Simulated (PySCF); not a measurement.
## Assigning NMR signals

Geometry:
```tsv
atom	x (Å)	y (Å)	z (Å)
C1	1.706	2.836	0.491
C2	1.186	1.756	0.489
C3	0.559	0.474	0.466
Si4	1.604	-0.878	-0.349
O5	1.149	-2.256	0.394
O6	1.375	-0.956	-1.961
C7	-0.369	0.157	1.605
C8	-0.962	0.512	0.277
C9	-1.618	-0.511	-0.542
C10	-2.511	-0.249	-1.484
H11	2.167	3.778	0.502
H12	3.032	-0.641	-0.215
H13	1.477	-3.095	0.085
H14	0.582	-0.625	-2.375
H15	-0.422	-0.874	1.920
H16	-0.455	0.874	2.409
H17	-1.388	1.506	0.179
H18	-1.319	-1.531	-0.342
H19	-2.968	-1.028	-2.069
H20	-2.828	0.759	-1.701
```

PySCF 2.14 calculation with GFN2-xTB geometry and shielding tensors at PBE0/pcSseg-1 (GIAO); non-relativistic, a single conformation, no solvent.

Chemical shifts δ = σref − σ; ¹³C (σ = 186.93 ppm) and ¹H (σ = 31.72 ppm) against TMS, all at this level.

Q: Assign these signals to the numbered atoms. ¹³C{¹H} NMR (computed): δ 149.5, 121.8, 92.6, 69.4, 37.2, 25.7, 9.8.

A: 
| δ (ppm) | atoms | environment | reason |
| --- | --- | --- | --- |
| 149.5 | C9 | alkene CH | an sp2 carbon of a C=C bond |
| 121.8 | C10 | terminal =CH2 carbon | the olefinic region |
| 92.6 | C2 | alkyne carbon | the triple bond shields along its axis, which puts it between sp3 and sp2 carbons |
| 69.4 | C1 | terminal alkyne carbon | the triple bond shields along its axis, which puts it between sp3 and sp2 carbons |
| 37.2 | C8 | three-membered-ring carbon | a saturated carbon with 3 carbon neighbours and no heteroatom attached |
| 25.7 | C7 | three-membered-ring carbon | – |
| 9.8 | C3 | three-membered-ring carbon | – |

Q: Assign these signals to the numbered atoms. ¹H NMR (300 MHz, computed): δ 6.05 (m, 1H), 5.70 (m, 1H), 5.43 (m, 1H), 5.00 (s, 1H), 2.54 (br s, 1H), 2.10 (br s, 1H), 1.95 (m, 1H), 1.45 (m, 1H), 1.35 (m, 1H), 1.13 (s, 1H).

A: 
6.05 → H18, hydrogen on an alkene CH: attached to an sp2 carbon and in the plane of the double bond
5.70 → H20, hydrogen on a terminal =CH2 carbon: attached to an sp2 carbon and in the plane of the double bond
5.43 → H19, hydrogen on a terminal =CH2 carbon
5.00 → H12, hydrogen on a silicon bonded to C, 2 O
2.54 → H14, hydrogen on an oxygen bonded to Si: labile proton, position sensitive to the medium
2.10 → H13, hydrogen on an oxygen bonded to Si
1.95 → H17, hydrogen on a three-membered-ring carbon
1.45 → H15, hydrogen on a three-membered-ring carbon: cyclopropane-type protons are shielded by the ring
1.35 → H16, hydrogen on a three-membered-ring carbon
1.13 → H11, hydrogen on a terminal alkyne carbon: it lies on the axis of the triple bond, in its shielding cone

H15 and H16 lie closer than the usual error of such a calculation, so a measured spectrum could show them in the other order.

OH/NH shifts are gas-phase values; hydrogen bonding in solution moves them, usually downfield. Shifts are as computed. Against solution values, carbons near 30 ppm lie about +3 ppm off and those near 130 ppm about +5 ppm. Of 1211 compounds with measured shifts, 218 miss one by over three times the rms of a fit or turn the order of signals round; such compounds aren't used in these exercises. No couplings were computed; multiplicities are counted from neighbouring protons, with m where these are inequivalent, close in shift, in a saturated or five-membered ring or joined by F or P, and br s for small geminal =CH2 splittings.
